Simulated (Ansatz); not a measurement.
Geometry optimisation of Fe3.

```yaml
crystal:
  periodic: [false, false, false]
  atoms:
    - {symbol: Fe, position_ang: [0.211078, 1.154437, -0.467707]}
    - {symbol: Fe, position_ang: [0.961346, -0.805473, 0.151984]}
    - {symbol: Fe, position_ang: [-1.172424, -0.348964, 0.315724]}
basis:
  gaussian: {orbitals: def2-TZVP}
magnetization: {spin_polarized: true, initial_magnetization: 4}
hamiltonian: {xc: pbe, dispersion: d4}
scf: {lower_state_search: "off"}
output: {orbitals: {seedname: orbitals}}
relax: {f_tol: 0.02, max_steps: 100}
```

```sh
$ ansatz run in.yaml --threads 2 --pin off --events-out ev --progress --plain --max-ram 4352MiB
```

Shortened log:

```
Functional definition: PBE
mean field -103141.89915649 eV, -3790.3948819106 hartree, gradient 2.5e-6 eV, S^2 8.497625; 0 other end points of the search recorded, 0 dependent functions left out
WARN: the results are in doubt because the forces break the atoms' symmetry
relax step   1: F+E_penalty+E_count = -103141.98539295 eV  Δ(F+E_penalty+E_count) = +0.000e0 eV  max|allowed force component| = 2.211e0 eV/Å  Δτ_max = 0.0000 Å  (331 SCF iters, accepted)
mean field -103142.07146333 eV, -3790.4012140704 hartree, gradient 2.7e-6 eV, S^2 8.640954; 0 other end points of the search recorded, 0 dependent functions left out
relax step   2: F+E_penalty+E_count = -103142.15760935 eV  Δ(F+E_penalty+E_count) = -1.722e-1 eV  max|allowed force component| = 1.281e0 eV/Å  Δτ_max = 0.0617 Å  (59 SCF iters, accepted)
mean field -103142.17916502 eV, -3790.4051720343 hartree, gradient 4.5e-6 eV, S^2 8.826502; 0 other end points of the search recorded, 0 dependent functions left out
relax step   3: F+E_penalty+E_count = -103142.26513257 eV  Δ(F+E_penalty+E_count) = -1.075e-1 eV  max|allowed force component| = 2.274e-1 eV/Å  Δτ_max = 0.0943 Å  (69 SCF iters, accepted)
mean field -103142.18405806 eV, -3790.4053518502 hartree, gradient 1.7e-6 eV, S^2 8.879534; 0 other end points of the search recorded, 0 dependent functions left out
relax step   4: F+E_penalty+E_count = -103142.26995661 eV  Δ(F+E_penalty+E_count) = -4.824e-3 eV  max|allowed force component| = 1.329e-2 eV/Å  Δτ_max = 0.0219 Å  (53 SCF iters, accepted)
mean field -103142.18408638 eV, -3790.4053528911 hartree, gradient 3.5e-6 eV, S^2 8.882160; 0 other end points of the search recorded, 0 dependent functions left out
relax step   5: F+E_penalty+E_count = -103142.26998111 eV  Δ(F+E_penalty+E_count) = -2.450e-5 eV  max|allowed force component| = 9.242e-4 eV/Å  Δτ_max = 0.0018 Å  (45 SCF iters, accepted)
mean field -103142.18335689 eV, -3790.4053260829 hartree, gradient 2.1e-6 eV, S^2 8.885935; 0 other end points of the search recorded, 0 dependent functions left out
relax step   6: F+E_penalty+E_count = -103142.26924856 eV  Δ(F+E_penalty+E_count) = +7.325e-4 eV  max|allowed force component| = 2.784e-2 eV/Å  Δτ_max = 0.0240 Å  (71 SCF iters, rejected (line search))
relax step   7: F+E_penalty+E_count = -103142.26998111 eV  Δ(F+E_penalty+E_count) = +0.000e0 eV  max|allowed force component| = 9.242e-4 eV/Å  Δτ_max = 0.0000 Å  (45 SCF iters, accepted)
Total energy: -103142.27001653 eV, -3790.4085107657 hartree
Atom 0 at     0.241087     1.318656    -0.534236 Å, force    -0.000069    -0.000228     0.000096 eV/Å
Atom 1 at     0.920324    -0.882031     0.187251 Å, force     0.000924    -0.000102    -0.000107 eV/Å
Atom 2 at    -1.161411    -0.436624     0.346986 Å, force    -0.000855     0.000330     0.000010 eV/Å
Dipole moment:     0.028154     0.152732    -0.058812 e Å
Checks for a lower state left out: stability, starts, cluster_reference, orbital_swaps, neighbouring_geometries, increment
```

Run time 44 s (2 threads of Arm Neoverse V2 on a shared host).

The charge 0 quintet is spin-contaminated (final ⟨S²⟩ up to 8.88, 6.00 for a pure state). At PBE-D4/def2-TZVP a multiplicity 9 of charge 0 lies 0.66 eV below the quintet, each at its own geometry. The structure comes from a short search, and lower isomers may exist.
